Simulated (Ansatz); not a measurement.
A run for Ansatz (a first-principles code): R-PBE0/def2-TZVPP on H2Pb (SMILES [PbH2]). Elements past Kr take the def2 small-core potentials; no spin–orbit coupling.

Ansatz 0.2 input:
```yaml
crystal:
  periodic: [false, false, false]
  atoms:
    - {symbol: Pb, position_ang: [0.00352399, -0.00034846, 0.02589099]}
    - {symbol: H, position_ang: [-0.18719942, -1.28765780, -1.27879535]}
    - {symbol: H, position_ang: [-0.15669637, 1.32166311, -1.24782878]}
basis:
  gaussian:
    orbitals: def2-TZVPP
hamiltonian:
  xc: {name: PBE0}
accuracy: high
phonons: {}
scf: {lower_state_search: off}
```

### Question
What total energy does the run end on?

### Answer
-194.0236 hartree.

### Question
How many basis functions does it have, and what does it roughly cost on one machine?

### Answer
78 functions; about 40 core-seconds (a rough figure).
